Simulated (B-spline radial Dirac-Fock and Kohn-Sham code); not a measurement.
## K-line shifts caused by a second vacancy in Tc⁺

System: technetium as Tc⁺ in the configuration [Kr] 4d5 5s1.

Model: Dirac-Fock (average of configuration) total-energy differences with a finite nucleus, the Breit interaction including its frequency dependence, and self-energy and vacuum-polarisation corrections. Program: an atomic code on a B-spline grid. Each two-hole energy is an average over J within one jj subconfiguration, not an observable level; in light atoms, where LS coupling holds, the j-resolved values are not observed lines, and for a K spectator the Kα1 hypersatellite is nearly forbidden. Electron correlation is not included.

Lines without a spectator: Kα2 (K-L2) 18249.0 eV, Kα1 (K-L3) 18365.5 eV, Kβ3 (K-M2) 20594.3 eV, Kβ1 (K-M3) 20614.4 eV. Shifts in eV with one spectator hole (a dash: not computed, or left out as unreliable):

```
spectator hole    Kα2    Kα1     Kβ3     Kβ1
    L2 (2p1/2)  +50.7  +63.2       –  +136.4
    L3 (2p3/2)  +52.2  +51.5  +124.5       –
    M2 (3p1/2)      –  +6.37  +14.76  +18.19
    M3 (3p3/2)  +5.01      –  +15.97  +15.38
    M4 (3d3/2)  +0.44  -1.67       –       –
    M5 (3d5/2)  -1.97  -0.51       –       –
```

Problem. Where does the K-L3 hypersatellite lie, emitted when both K electrons are missing?

Solution. +491.4 eV from the normal line, at 18856.9 eV. Removing both K electrons costs 42790.2 eV, which is 661.4 eV more than twice the K binding energy.

With n spectator holes in 2p, averaged over the 2p shell (energies in eV):

| n | KαLⁿ | step | hypersatellite KαʰLⁿ |
| --- | --- | --- | --- |
| 0 | 18326.7 | – | 18814.4 |
| 1 | 18381.4 | +54.8 | 18870.5 |
| 2 | 18437.4 | +55.9 | 18927.8 |
| 3 | 18494.5 | +57.1 | 18986.3 |
| 4 | 18552.8 | +58.3 | 19046.0 |
| 5 | 18612.4 | +59.6 | 19106.9 |
